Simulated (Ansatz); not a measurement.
Start from `O[C](F)(F)[GeH3]` and change one atom or group to get `OC(F)(F)[SiH2]Cl`.

Ansatz, PBE0-D4/def2-TZVP geometries, multiplicity 1. Each molecule was computed in one conformer, which needn't be the lowest.

Scalar relativity is left out up to krypton.

| property | `O[C](F)(F)[GeH3]` |
| --- | --- |
| HOMO energy (ωB97M-V/def2-TZVPP) / eV | -10.82 |
| HOMO energy (PBE/def2-TZVPP) / eV | -7.09 |
| HOMO–LUMO gap (PBE0/def2-TZVPP) / eV | 8.81 |
| LUMO energy (PBE0/def2-TZVPP) / eV | 0.26 |
| LUMO energy (B3LYP/def2-TZVPP) / eV | -0.07 |
| HOMO–LUMO gap (PBE/def2-TZVPP) / eV | 6.53 |

**Question.** Give the same properties after the change, and the shifts. (An estimate is asked.)

**Answer.** Computed: 
```tsv
property	`OC(F)(F)[SiH2]Cl`	shift
HOMO energy (ωB97M-V/def2-TZVPP) / eV	-11.36	-0.54
HOMO energy (PBE/def2-TZVPP) / eV	-7.65	-0.56
HOMO–LUMO gap (PBE0/def2-TZVPP) / eV	9.01	0.20
LUMO energy (PBE0/def2-TZVPP) / eV	-0.10	-0.36
LUMO energy (B3LYP/def2-TZVPP) / eV	-0.32	-0.25
HOMO–LUMO gap (PBE/def2-TZVPP) / eV	6.63	0.10
```

With PBE0 the HOMO falls by 0.56 eV and the LUMO falls by 0.36 eV, so the gap widens by about 0.20 eV. PBE moves the HOMO by -0.56 eV and ωB97M-V by -0.54 eV.

B3LYP here is the variant with VWN-RPA as its local correlation; programs differ in this.
